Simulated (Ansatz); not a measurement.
A CCSD(T) single point on `B/C=C/CCl`.

```yaml
crystal:
  periodic: [false, false, false]
  atoms:
    - {symbol: B, position_ang: [-0.873067, 1.385919, 1.414203]}
    - {symbol: C, position_ang: [-0.708538, 0.171915, 0.494327]}
    - {symbol: C, position_ang: [0.439324, -0.029665, -0.170067]}
    - {symbol: C, position_ang: [0.715000, -1.193477, -1.046916]}
    - {symbol: Cl, position_ang: [1.193361, -0.638672, -2.678985]}
    - {symbol: H, position_ang: [0.028030, 2.170551, 1.500112]}
    - {symbol: H, position_ang: [-1.871774, 1.565862, 2.047274]}
    - {symbol: H, position_ang: [-1.502742, -0.562209, 0.360807]}
    - {symbol: H, position_ang: [1.249796, 0.689672, -0.071482]}
    - {symbol: H, position_ang: [-0.157095, -1.835098, -1.160165]}
    - {symbol: H, position_ang: [1.553005, -1.781798, -0.668508]}
basis:
  gaussian: {orbitals: def2-SVP}
correlation: {method: ccsd_t}
```

```sh
$ ansatz run in.yaml --threads 4 --pin off --events-out ev --progress --plain --max-ram 10444MiB
```

Output of Ansatz, abridged:

```
Functional definition: HF
1052 factors; integrals over basis functions are off by at most 1.3e-3 eV
mean field evaluation 1: about -16351.5850 eV, gradient 2.6e1 eV
mean field evaluation 2: about -16351.6962 eV, gradient 2.6e1 eV
mean field evaluation 4: about -16353.8779 eV, gradient 3.6e0 eV
mean field evaluation 8: about -16353.9206 eV, gradient 3.6e-4 eV
mean field -16353.92061027 eV, -600.9954973420 hartree, gradient 7.1e-6 eV, S^2 0.000000; 0 other end points of the search recorded, 0 dependent functions left out
9 core orbitals not correlated: weight in the atoms' cores, before any rotation towards them, 1.000 or more for the frozen orbitals, at most 0.000 for the correlated occupied ones
reference -16353.92061027 eV, -600.9954973420 hartree; 14, 14 occupied and 81, 81 virtual orbitals, 1052 factors
second order -16.81644685 eV of doubles, -0.00000000 eV of singles
cycle   1  -17.82422273 eV  change    -1.0e0 eV  update   9.1e-2
cycle   2  -18.31826344 eV  change   -4.9e-1 eV  update   2.8e-2
cycle   3  -18.40296222 eV  change   -8.5e-2 eV  update   1.1e-2
cycle   4  -18.40212100 eV  change    8.4e-4 eV  update   3.1e-3
cycle   5  -18.40243721 eV  change   -3.2e-4 eV  update   1.1e-3
cycle   6  -18.40249917 eV  change   -6.2e-5 eV  update   3.5e-4
cycle   7  -18.40247176 eV  change    2.7e-5 eV  update   1.4e-4
cycle   8  -18.40250502 eV  change   -3.3e-5 eV  update   5.8e-5
cycle   9  -18.40251733 eV  change   -1.2e-5 eV  update   2.6e-5
perturbative correction -0.59231477 eV, -0.0217671661 hartree
Total energy: -16372.91544237 eV, -601.6935445464 hartree
```

It took 3.2 s on 4 threads of an Arm Neoverse V2 on a shared host, with 0.47 GiB of host memory at the peak.

Correlation energy per correlated electron: -0.678 eV. T1 diagnostic: 0.0098.
